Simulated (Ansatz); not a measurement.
`CB(S)CF` + `N[SiH2]I` → `CB(N)S` + `FC[SiH2]I`  (redistribution)

Program: Ansatz. Geometries: PBE0-D4/def2-TZVP. ΔE: electronic, gas phase. CCSD(T)/CBS is the MP2 limit (def2-TZVPP, def2-QZVPP) plus CCSD(T) − MP2 in def2-TZVPP, frozen cores. DFT in def2-TZVPP. B3LYP here is the variant with VWN-RPA as its local correlation; programs differ in this. def2 core potentials past Kr. For I outer-core shells are correlated without core-valence functions, which leaves a few kJ/mol of doubt a bond. Each species was taken in one conformer, which may not be the lowest.

| level | ΔE (kJ/mol) | difference from CCSD(T)/CBS |
| --- | --- | --- |
| PBE0-D4 | -29.5 | -2.0 |
| B3LYP-D4 | -28.5 | -1.0 |
| ωB97X-V | -28.0 | -0.5 |
| B2PLYP | -27.5 | 0.0 |
| PBE | -30.2 | -2.7 |
| PBE0 | -29.4 | -1.9 |
| HF/def2-TZVPP | -24.4 | 3.1 |
| MP2/def2-TZVPP | -27.2 | 0.3 |
| CCSD/def2-TZVPP | -28.1 | -0.6 |
| CCSD(T)/def2-TZVPP | -28.5 | -1.0 |
| HF/def2-QZVPP | -24.2 | 3.3 |
| MP2/def2-QZVPP | -26.6 | 0.9 |
| SCS-MP2/def2-QZVPP | -26.9 | 0.6 |
| HF/CBS(def2) | -24.2 | 3.3 |
| MP2/CBS(def2) | -26.2 | 1.3 |
| CCSD/CBS(def2) | -27.1 | 0.4 |
| CCSD(T)/CBS | -27.5 | 0 |

Largest T1 diagnostic among the species: 0.012.
